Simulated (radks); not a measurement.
Results of a calculation; reference values are marked as such.
Neutral aluminium inside a hard spherical wall (all orbitals vanish at R), configuration held at [Ne] 3s2 3p1 and not refilled when levels cross. Level of theory: non-relativistic Kohn-Sham, r2SCAN, spin-unpolarised, spherical densities, point nucleus; meta-GGA in the generalised Kohn-Sham scheme (a radial shooting solver on a logarithmic mesh with Libxc functionals). Eigenvalues in eV, with the zero of energy where the potential of the charges vanishes at infinity; a dash marks a level that is unbound or too diffuse for the functional's potential to be trusted. A positive occupied level is held by the wall or, in an anion where self-interaction has pushed it up, behind a barrier. The pressure on the wall is -dE/dV.

[
 {"R (bohr)": "free", "E (hartree)": "-242.31971", "kinetic (hartree)": "241.931", "e(2s)": "-111.34", "e(2p)": "-71.530", "e(3s)": "-7.953", "e(3p)": "-2.663", "e(4s, empty)": "-", "e(4p, empty)": "-", "pressure (GPa)": "0"},
 {"R (bohr)": "15", "E (hartree)": "-242.31970", "kinetic (hartree)": "241.931", "e(2s)": "-111.33", "e(2p)": "-71.528", "e(3s)": "-7.952", "e(3p)": "-2.662", "e(4s, empty)": "0.295", "e(4p, empty)": "1.080", "pressure (GPa)": "< 0.0001"},
 {"R (bohr)": "12", "E (hartree)": "-242.31958", "kinetic (hartree)": "241.932", "e(2s)": "-111.32", "e(2p)": "-71.511", "e(3s)": "-7.939", "e(3p)": "-2.648", "e(4s, empty)": "0.772", "e(4p, empty)": "1.993", "pressure (GPa)": "0.00185"},
 {"R (bohr)": "10", "E (hartree)": "-242.31894", "kinetic (hartree)": "241.937", "e(2s)": "-111.25", "e(2p)": "-71.446", "e(3s)": "-7.894", "e(3p)": "-2.593", "e(4s, empty)": "1.605", "e(4p, empty)": "3.428", "pressure (GPa)": "0.0165"},
 {"R (bohr)": "8", "E (hartree)": "-242.31468", "kinetic (hartree)": "241.964", "e(2s)": "-110.97", "e(2p)": "-71.168", "e(3s)": "-7.713", "e(3p)": "-2.347", "e(4s, empty)": "3.690", "e(4p, empty)": "6.655", "pressure (GPa)": "0.179"},
 {"R (bohr)": "7", "E (hartree)": "-242.30606", "kinetic (hartree)": "242.014", "e(2s)": "-110.57", "e(2p)": "-70.760", "e(3s)": "-7.452", "e(3p)": "-1.975", "e(4s, empty)": "5.887", "e(4p, empty)": "9.665", "pressure (GPa)": "0.670"},
 {"R (bohr)": "6", "E (hartree)": "-242.28051", "kinetic (hartree)": "242.143", "e(2s)": "-109.67", "e(2p)": "-69.865", "e(3s)": "-6.860", "e(3p)": "-1.128", "e(4s, empty)": "9.940", "e(4p, empty)": "14.686", "pressure (GPa)": "2.77"},
 {"R (bohr)": "3.5", "E (hartree)": "-241.59844", "kinetic (hartree)": "244.413", "e(2s)": "-100.32", "e(2p)": "-60.506", "e(3s)": "2.410", "e(3p)": "10.938", "e(4s, empty)": "54.222", "e(4p, empty)": "62.224", "pressure (GPa)": "176"}
]
